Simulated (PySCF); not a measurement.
Calculated NMR data

[PySCF: PBE0-D3(BJ)/def2-SVP geometry; B3LYP/pcJ-1 coupling constants (spin–dipole term left out of most H,H and C,H couplings); shielding tensors at PBE0/pcSseg-1 (GIAO); no relativistic terms; no solvent model; one computed conformer; rapidly exchanging positions averaged]

References, each an isolated molecule treated in the same way: $^{1}$H (σref 31.27), $^{13}$C (σref 184.41) against TMS. Multiplet labels drop J under 1 Hz and among equivalent protons, and merge close values. Unscaled 3J(H,H) run several per cent high. Where no couplings were computed, multiplicities follow the n + 1 count of equivalent neighbours, and m marks all less simple cases (inequivalent or close neighbours, rings, F or P nearby). One-bond C–F couplings are unscaled and too large by tens of Hz. Shifts are as computed. Against solution values, carbons near 30 ppm lie about +2 ppm off and those near 130 ppm about +5 ppm. Of 1211 compounds with measured shifts, 218 miss one by over three times the rms of a fit or turn the order of signals round; such compounds aren't used in these exercises.

Compound 1 (C$_{3}$H$_{3}$F$_{3}$O). $^{1}$H NMR (400 MHz, computed): δ 9.77 (tq, J = 3.2, 1.8 Hz, 1H), 2.76 (qd, J = 11.0, 3.2 Hz, 2H). $^{13}$C{$^{1}$H} NMR (computed): δ 196.9 (q, J = 2.9 Hz), 129.5 (q, J = 344.3 Hz), 50.9 (q, J = 29.0 Hz). Structure: `C(C=O)C(F)(F)F`.

Compound 2 (C$_{6}$H$_{11}$NSi$_{2}$). $^{1}$H NMR (400 MHz, computed): δ 4.64 (s, 6H), 2.72 (m, 1H), 2.62 (m, 2H), 2.08 (m, 2H). $^{13}$C{$^{1}$H} NMR (computed): δ 55.9 (C), 39.2 (CH), 37.1 (CH), 25.9 (CH). Structure: SMILES [SiH3]N([SiH3])[C@@]12[C@@H]3[C@H]4[C@@H]3[C@@H]1[C@H]42.
